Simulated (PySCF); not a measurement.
An unknown is described by computed data only.

Formula: C4H9NOSi.

- UV, first state: lowest singlet excitation: 3.20 eV (387 nm, f = 0.000) [TDDFT wB97X-D/def2-SVPD]
- 13C NMR: chemical shifts (computed TMS as zero) by class: 250.1 (1 C), 146.8 (1 C), 117.5 (1 C), 49.8 (1 C) ppm [GIAO PBE0/pcSseg-1]
- NMR, other nuclei: isotropic shieldings of nuclei other than C and H, by class: 248 (1 N), -648 (1 O), 410 (1 Si) ppm [GIAO PBE0/pcSseg-1]
- Rotational structure: rotational constants A, B, C: 5.485, 0.945, 0.886 GHz [GFN2-xTB]
- Dipole: 3.60 D [wB97X-D/def2-SVPD]
- Triplet: lowest triplet excitation (Tamm–Dancoff): 2.56 eV [TDA wB97X-D/def2-SVPD]

Gas-phase values; electronic properties from PySCF, density fitting. Levels stand in brackets. Isolated species at its GFN2-xTB geometry (one conformer only). NMR classes are plain means over equivalent atoms (diastereotopic ones count apart unless rotation or inversion swaps them), as if these changed places fast.

Problem. Give a SMILES that accounts for the data.

Solution. Numbering: `[CH2:1]=[CH:2][CH2:3][NH:4][SiH2:5][CH:6]=[O:7]`. Its formula, C4H9NOSi, gives 2 degrees of unsaturation: 0 rings and 2 π bonds in the structure found. 4 carbons fall into 4 classes; from least to most shielded: carbonyl carbon [C6] (250.1 ppm), alkene CH carbon [C2] (146.8 ppm), terminal =CH2 carbon [C1] (117.5 ppm), sp3 carbon bound to nitrogen [C3] (49.8 ppm). The other shieldings belong to: 248 ppm, silicon-bound nitrogen [N4]; -648 ppm, carbonyl oxygen [O7]; 410 ppm, SiH2 silicon [Si5]. The optimised geometry has point group C1 and is an asymmetric top. Structure: `[SiH2](NCC=C)C=O`. Computed isomers that give other values at the same levels: `NC(=O)C/C=C\[SiH3]` (13C chemical shifts (computed TMS as zero) by class: 169.0 (1 C), 161.1 (1 C), 123.6 (1 C), 47.9 (1 C) ppm); `CC(=O)[SiH]1CNC1` (13C chemical shifts (computed TMS as zero) by class: 243.3 (1 C), 44.7 (2 C), 39.7 (1 C) ppm); `C=CC[SiH2]NC=O` (13C chemical shifts (computed TMS as zero) by class: 168.2 (1 C), 141.7 (1 C), 121.4 (1 C), 22.1 (1 C) ppm). The assignments are read from this structure; whether some other isomer fits the data as well wasn't checked.

The values belong to the conformer `[CH2:1]=[CH:2][CH2:3][NH:4][SiH2:5][CH:6]=[O:7]`: C1–C2–C3–N4 -2°, C2–C3–N4–Si5 88°, C3–N4–Si5–C6 178°, N4–Si5–C6–O7 174°.
